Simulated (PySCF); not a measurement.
Members of one family of related compounds. Method: PySCF, TDDFT PBE0/def2-SVPD, vertical, gas phase, core orbitals frozen in the response. Geometries: PBE0-D3(BJ)/def2-SVP; one conformer of each isolated species. Triplets are in the Tamm–Dancoff approximation. Relativistic effects are left out although some hold elements past zinc.

Question: Rank by computed lowest singlet excitation energy, lowest first.
A. `[BH3-][NH2+]COC(C)=O`
B. `[BH3-][NH2+]CCC`
C. `[BH3-][NH2+]CCN`
D. `[H]/N=C\C[NH2+][BH3-]`
E. `[BH3-][NH2+]CC(F)(F)C(F)(F)F`
F. `[BH3-][NH2+]C[O][GeH3]`

Answer: D (5.09 eV), A (5.87 eV), C (6.09 eV), F (6.21 eV), B (6.53 eV), E (6.74 eV).

```json
{"SMILES": "[H]/N=C\\C[NH2+][BH3-]", "S1 (eV)": "5.09", "HOMO (eV)": "-7.91", "T1 (eV)": "4.26", "f (S1)": "0.003", "first f ≥ 0.01 (nm)": "209", "S1 mainly": "H-2→L (61%)"}
{"SMILES": "[BH3-][NH2+]COC(C)=O", "S1 (eV)": "5.87", "HOMO (eV)": "-7.81", "T1 (eV)": "5.33", "f (S1)": "0.001", "first f ≥ 0.01 (nm)": "179", "S1 mainly": "H-2→L (91%)"}
{"SMILES": "[BH3-][NH2+]CCN", "S1 (eV)": "6.09", "HOMO (eV)": "-7.49", "T1 (eV)": "5.80", "f (S1)": "0.034", "first f ≥ 0.01 (nm)": "204", "S1 mainly": "H→L (88%)"}
{"SMILES": "[BH3-][NH2+]C[O][GeH3]", "S1 (eV)": "6.21", "HOMO (eV)": "-7.70", "T1 (eV)": "6.14", "f (S1)": "0.005", "first f ≥ 0.01 (nm)": "184", "S1 mainly": "H→L (77%)"}
{"SMILES": "[BH3-][NH2+]CCC", "S1 (eV)": "6.53", "HOMO (eV)": "-7.60", "T1 (eV)": "–", "f (S1)": "0.012", "first f ≥ 0.01 (nm)": "190", "S1 mainly": "H→L (53%)"}
{"SMILES": "[BH3-][NH2+]CC(F)(F)C(F)(F)F", "S1 (eV)": "6.74", "HOMO (eV)": "-8.12", "T1 (eV)": "6.59", "f (S1)": "0.013", "first f ≥ 0.01 (nm)": "184", "S1 mainly": "H→L (86%)"}
```

H and L stand for HOMO and LUMO; a dash means that no computed state gives the value.

Mean S1 by what the SMILES shows (count): single bonds only 6.39 eV (4); a double or triple bond but no aromatic ring 5.48 eV (2).
